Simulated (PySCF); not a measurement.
C₄H₇NO. Atoms are numbered in the order given.

```xyz
13

C      2.9919    -0.4239    -0.1942
C      1.8290    -0.1266     0.3911
N      0.6417    -0.0082    -0.3561
C     -0.4237     0.2948     0.2666
C     -1.7419     0.4640    -0.4414
O     -2.8012    -0.1403     0.2662
H      3.9112    -0.5151     0.3897
H      3.0370    -0.5790    -1.2760
H      1.7665     0.0353     1.4804
H     -0.4510     0.4497     1.3661
H     -1.6359     0.0926    -1.4773
H     -1.9781     1.5407    -0.4966
H     -2.6637    -1.0943     0.2447
```

Coordinates come from a ωB97X-D3(BJ)/def2-SVP optimisation. The structure was generated by enumeration; whether it is a known compound was not checked. Other conformers were not sampled.

These are HF/def2-TZVP run with PySCF values and carry that method's errors.

Computed frontier levels, gap, dipole moment and polarisability:
```yaml
highest_occupied_level: -9.34 eV
lowest_empty_level: 2.67 eV
orbital_gap: 12.01 eV
dipole_moment: 0.99 D
quadrupole, principal values (traceless, Buckingham form, about the centre of nuclear charge): -6.90, 2.17, 4.73 D·Å
mean_static_polarisability: 64.4 bohr³ (9.54 Å³)
polarisability_principal_values: 42.0, 50.1, 101.1 bohr³
```
